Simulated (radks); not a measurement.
Species: the germanium ion Ge4+. Configuration: [Ar] 3d10 (the NIST ground configuration). Method: non-relativistic Kohn-Sham, exchange-only PBE, spin-polarised, spherical densities, point nucleus; computed with a radial shooting solver on a logarithmic mesh with Libxc functionals.

Normalised radial functions P(r) = r R(r), r in bohr:

```
   r/bohr * 3s, o 3p, + 3d (the largest magnitude, 1.4, reaches the edge; | marks zero, & curves that meet)
 0.002521                             & *
 0.003179                             & *
 0.004042                             &  *
 0.005097                             &   *
 0.006479                             &   *
 0.008171                             &    *
  0.01039                             +o    *
   0.0131                             +o     *
  0.01665                             +o      *
    0.021                             + o     *
   0.0267                             +  o    *
  0.03367                             +    o  *
   0.0428                             +     &
  0.05398                             |+ *     o
  0.06862                           * |+         o
  0.08654                      *      | +          o
     0.11                 *           |   +         o
   0.1387               *             |     +      o
   0.1764                *            |        &
   0.2224                      *      | o          +
   0.2828                     o       |   *            +
   0.3566            o                |               *   +
   0.4533     o                       |                     +  *
   0.5717   o                         |                     +    *
   0.7268       o                     |                   +  *
   0.9166             o               |              *+
    1.165                    o        |       *  +
    1.469                         o   |  *   +
    1.868                            o|*  +
    2.356                             & +
```

3s: eigenvalue -210.21 eV, 2 radial nodes at r = 0.0625, 0.261 bohr, <r> = 0.635 bohr, 90 % of the charge inside 0.948 bohr. 3p: eigenvalue -161.66 eV, 1 radial node at r = 0.233 bohr, <r> = 0.650 bohr, 90 % of the charge inside 0.999 bohr. 3d: eigenvalue -77.187 eV, 0 radial nodes, <r> = 0.716 bohr, 90 % of the charge inside 1.20 bohr.
